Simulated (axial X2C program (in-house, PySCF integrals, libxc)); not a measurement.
**What spin–orbit coupling does to NaI⁺**

Computed with an in-house relativistic program for diatomic molecules. Spin-free means the one-electron spin-free X2C Hamiltonian; two-component (2c) means X2C with spin–orbit coupling and atomic mean-field two-electron Coulomb and Gaunt terms, so the difference of the two also holds small scalar two-electron terms. Basis: I dyall-cv3z [11s12p8d4f1g], Na dyall-cv3z [9s8p5d2f] (cores contracted in-house); Gaussian nuclei, density fitting, unrestricted open shells. Masses: I 126.904 u, Na 22.990 u.

Spin-free state: M_S = 1/2, Λ = 1 (beyond evenly filled blocks: π+α, π+β, π-α); fragments I + Na+.

```json
{"level": "PBE0", "Re (Å)": "3.080", "ωe (cm⁻¹)": "141.3", "De (eV)": "0.445", "μ (D)": "10.03"}
{"level": "HF", "Re (Å)": "3.164", "ωe (cm⁻¹)": "127.7", "De (eV)": "0.277", "μ (D)": "10.67"}
{"level": "MP2", "Re (Å)": "3.103", "ωe (cm⁻¹)": "136.8", "De (eV)": "0.431", "μ (D)": "n/a"}
{"level": "CCSD", "Re (Å)": "3.121", "ωe (cm⁻¹)": "135.4", "De (eV)": "0.443", "μ (D)": "n/a"}
{"level": "CCSD(T)", "Re (Å)": "3.109", "ωe (cm⁻¹)": "136.7", "De (eV)": "0.422", "μ (D)": "n/a"}
```

Correlated methods: 15 electrons correlated (number of frozen shells: I 4 s, 3 p, 2 d; Na 1 s), 269 virtual spin orbitals or spinors in MP2, 90 natural virtuals in coupled cluster.

Dipoles are positive if Na is the positive end and refer to the centre of mass.

(1) Within this multiplet, which Ω should lie lowest by the rule for regular and inverted multiplets?

Two-component determinant lowest at the distance of the search:

Ω = 3/2 (⟨Sz⟩ = 0.50, ⟨Lz⟩ = 1.00 at HF); fragments I + Na+.

| level | Re (Å) | ωe (cm⁻¹) | De (eV) | μ (D) |
| --- | --- | --- | --- | --- |
| PBE0 | 3.082 | 141.3 | 0.495 | 10.02 |
| HF | 3.166 | 127.8 | 0.278 | 10.67 |
| MP2 | 3.104 | 136.9 | 0.451 | n/a |
| CCSD | 3.120 | 135.1 | 0.449 | n/a |
| CCSD(T) | 3.108 | 136.6 | 0.430 | n/a |

(2) From the two tables, how do the constants change at the CCSD(T) level (2c against spin-free)?

The state is one determinant whose occupation by symmetry is held fixed; it was picked as the lowest of a PBE0 search that is not exhaustive. Dissociation energies refer to the lowest single-determinant-based atoms at the same level and basis. Density functionals use the spin component along the axis (collinear). CCSD and (T) use frozen natural virtuals with an MP2 correction for the truncation; (T) itself is uncorrected, so its De runs slightly low. Other states lie close and PBE0, whose exact exchange favours high spin, may order them wrongly; the determinant shown need not be the ground state. The nearest other spin-free determinant of the search, M_S = 1/2, Λ = 0, lies 0.48 eV up at the distance of the search. The functionals have no current-density term, which raises determinants with orbital currents, atoms included. The atomic limit has a lower orbital projection than the molecule and lies lower at mean-field level, so De may be about a tenth of an eV too small.

Results:

(1) The open π shell holds three electrons, one hole, so the multiplet is inverted: Ω = Λ + 1/2 = 3/2. The PBE0 2c search agrees.

(2) At the CCSD(T) level Re drops by 0.001 Å and ωe stays the same within 0.2 cm⁻¹; De changes by 0.008 eV.
